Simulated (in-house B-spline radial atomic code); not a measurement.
Relativistic effects in In30+, [Ar] 3d1: non-relativistic Hartree-Fock (point nucleus) against Dirac-Hartree-Fock (Fermi nucleus of rms radius 4.6156 fm), both averages of the configuration, computed with a radial B-spline atomic code at the basis-set limit.

```csv
orbital,ε NR (Eh),ε Dirac (Eh),<r> NR (bohr),<r> Dirac (bohr),change of <r> (%)
1s1/2,-1051.4,-1086.6,0.03105,0.02971,-4.3
2s1/2,-201.55,-210.51,0.1327,0.1267,-4.5
2p1/2,-191.71,-199.75,0.1133,0.1073,-5.2
2p3/2,-191.71,?,0.1133,?,?
3s1/2,-73.152,-75.557,0.3299,0.3191,-3.3
3p1/2,-69.111,-71.229,0.3175,0.3067,-3.4
3p3/2,-69.111,-69.432,0.3175,0.3149,-0.8
3d3/2,-63.76,-63.946,0.2789,0.2767,-0.8
3d5/2,-63.76,?,0.2789,?,?
```

(1) What happens to 2p3/2?

(2) What happens to 3d5/2?

(3) What explains the pattern of contraction and expansion?

(4) By how much does the total energy change?

## Answers

(1) Its energy goes to -191.85 hartree and <r> to 0.1124 bohr (-0.80 %).

(2) Its energy goes to -63.552 hartree and <r> to 0.2791 bohr (+0.07 %).

(3) Expansion is seen in 3d5/2. The s and p1/2 orbitals contract directly, screen the nucleus better, and so push out orbitals that have little density near the nucleus; spin-orbit coupling adds to this for j = l + 1/2 and opposes it for j = l - 1/2.

(4) By -139.5 hartree, from -5108.069 to -5247.569.
